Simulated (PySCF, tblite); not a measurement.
A database entry of computed molecular properties. Lists by class give the value and the number of equivalent atoms.

```json
{
 "formula": "C5H5F2NO2",
 "smiles": "COC[C@@]1(C#N)OC1(F)F",
 "inchi": "InChI=1S/C5H5F2NO2/c1-9-3-4(2-8)5(6,7)10-4/h3H2,1H3/t4-/m1/s1",
 "charge": 0,
 "multiplicity": 1,
 "geometry_level": "GFN2-xTB",
 "atoms_angstrom": [
  ["C", -2.37, -0.213, -0.449],
  ["O", -1.011, 0.155, -0.51],
  ["C", -0.309, -0.158, 0.662],
  ["C", 1.126, 0.299, 0.46],
  ["C", 1.33, 1.72, 0.433],
  ["N", 1.468, 2.853, 0.414],
  ["O", 2.16, -0.482, 1.077],
  ["C", 2.074, -0.569, -0.259],
  ["F", 3.066, -0.082, -0.998],
  ["F", 1.684, -1.726, -0.789],
  ["H", -2.48, -1.295, -0.309],
  ["H", -2.884, 0.308, 0.367],
  ["H", -2.804, 0.079, -1.401],
  ["H", -0.315, -1.241, 0.859],
  ["H", -0.74, 0.359, 1.535]
 ],
 "electronic_structure_code": "PySCF",
 "results": {
  "GFN2-xTB geometry": {
   "point_group": "C1",
   "rotational_constants_GHz": [1.728, 1.103, 0.801]
  },
  "PBE0/pcSseg-1 ground state and GIAO shieldings, non-relativistic": {
   "dipole_D": 4.4,
   "homo_eV": -8.33,
   "lumo_eV": -0.74,
   "shift_vs_computed_TMS_C_by_class_ppm": [
    [119.3, 1],
    [116.8, 1],
    [76.8, 1],
    [62.0, 1],
    [53.6, 1]
   ],
   "shift_vs_computed_TMS_H_by_class_ppm": [
    [4.11, 1],
    [3.64, 3],
    [3.37, 1]
   ],
   "shielding_other_nuclei_by_class_ppm": [
    ["N", -49.6, 1],
    ["O", 214.3, 1],
    ["O", 318.0, 1],
    ["F", 302.0, 1],
    ["F", 305.2, 1]
   ],
   "charges_hirshfeld_e_by_atom": [-0.03, -0.14, 0.0, 0.07, 0.08, -0.18, -0.13, 0.24, -0.07, -0.07, 0.04, 0.04, 0.06, 0.04, 0.05]
  },
  "GFN2-xTB harmonic vibrations, gas phase": {
   "strongest_ir_bands_cm-1_km_per_mol_modes": [
    [1063.8, 170.3, 1],
    [1119.8, 73.8, 1],
    [1149.9, 206.9, 1],
    [1478.7, 158.1, 1],
    [1480.5, 91.5, 1],
    [2410.1, 110.8, 1]
   ],
   "zpe_kcal_per_mol": 61.4
  }
 }
}
```

The rotational constants make it an asymmetric top with κ = (2B − A − C)/(A − C) = -0.35, nearer the prolate limit (−1). A dipole of 4.40 D is allowed in C1, and pure rotational transitions are dipole-allowed. The zero-point energy, half the sum of the 39 harmonic wavenumbers, equals 21460 cm⁻¹ or 257 kJ/mol. The dipole equals about 14.7 × 10⁻³⁰ C·m (1 D = 3.33564 × 10⁻³⁰ C·m). With B = h/(8π²I), that is 505.379 GHz u Å² over I, the principal moments of inertia are 292.5, 458.1 and 630.6 u Å² (most abundant isotopes); the inertial defect Ic − Ia − Ib is -120.0 u Å² (zero for a rigid planar frame, negative otherwise).

 NMR classes are plain means over equivalent atoms (diastereotopic ones count apart unless rotation or inversion swaps them), as if these changed places fast; in this geometry the members of some classes differ.

Conformer computed: `[CH3:1][O:2][CH2:3][C@@:4]1([C:5]#[N:6])[O:7][C:8]1([F:9])[F:10]`: C1–O2–C3–C4 180°, O2–C3–C4–C5 70°.

One conformer stands for the species.
